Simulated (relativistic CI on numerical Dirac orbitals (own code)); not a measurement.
## Os⁴⁺ (5d4) in a crystal field

Calculated by Dirac-Coulomb-Breit CI, orbitals from a KLI potential per configuration, model QED (radiative potential, 1s self-energy scaled to tabulated hydrogen-like ionisation energies), valence Slater integrals scaled by 0.8, one configuration in a parametric crystal field (own radial code).

Field parameters in Wybourne normalisation: D4h B²₀ = −7Ds, B⁴₀ = 21(Dq − Dt), B⁴₄ = 21√(5/14) Dq. The field is a parameter set, without covalency.

S is read from ⟨S²⟩ = S(S + 1).

Levels (cm⁻¹, degeneracy): 0 (1), 1494 (1), 3023 (2), 3776 (1), 9414 (1), 11651 (2), 13389 (2), 13483 (1), 13663 (1), 14178 (1), 14601 (1), 16421 (2).

(1) Which field gives this pattern?
A. D4h, 10Dq = 40950, Ds = 1100, Dt = -110 cm⁻¹
B. D4h, 10Dq = 16150, Ds = 2350, Dt = 820 cm⁻¹
C. D4h, 10Dq = 23800, Ds = 2010, Dt = 970 cm⁻¹

Answers

(1) B. D4h, 10Dq = 16150, Ds = 2350, Dt = 820 cm⁻¹, ground level with S = 1.70.
